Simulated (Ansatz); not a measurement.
Reaction (substitution at a C–In bond): `C[NH][InH][CH3]` + `CC[Si]S` → `CC[Si]SC` + `C[NH][InH2]`

Gas-phase electronic energies from Ansatz, PBE0-D4/def2-TZVP geometries. CBS: MP2 limit from def2 TZ/QZ plus the TZ coupled-cluster correction, frozen cores. This one scheme is used for every species. DFT in def2-TZVPP. def2 core potentials past Kr. For In outer-core shells are correlated without core-valence functions, which leaves a few kJ/mol of doubt a bond. One conformer a species, not always the lowest.

```tsv
level	ΔE (kcal/mol)
LDA (SPW92)	6.5
revPBE-D4	5.9
BLYP-D4	6.9
ωB97M-V	8.6
B2PLYP	9.4
PBE	8.3
PBE0	8.6
HF/def2-SVP	9.9
```

(1) What does CCSD(T)/CBS give? (Best estimate.)

Largest T1 diagnostic among the species: 0.016.

Results:

(1) The calculation gave: +9.6 kcal/mol. The listed levels differ from it by -3.1, -3.7, -2.7, -1.0, -0.2, -1.3, -1.0, 0.3 kcal/mol.

Leaving LDA and LC-ωPBE aside and taking each functional with its dispersion term where it has one, the values spread over 3.6 kcal/mol, from revPBE-D4 to B2PLYP. LDA lies −1.8 kcal/mol from PBE without D4. The D4 term adds −1.9 kcal/mol with B3LYP and −1.0 kcal/mol with PBE0; it sums over pairs of atoms, weighted by their polarisabilities, and B3LYP, whose exchange is more repulsive, gets the larger term.

B3LYP here is the variant with VWN-RPA as its local correlation; programs differ in this.
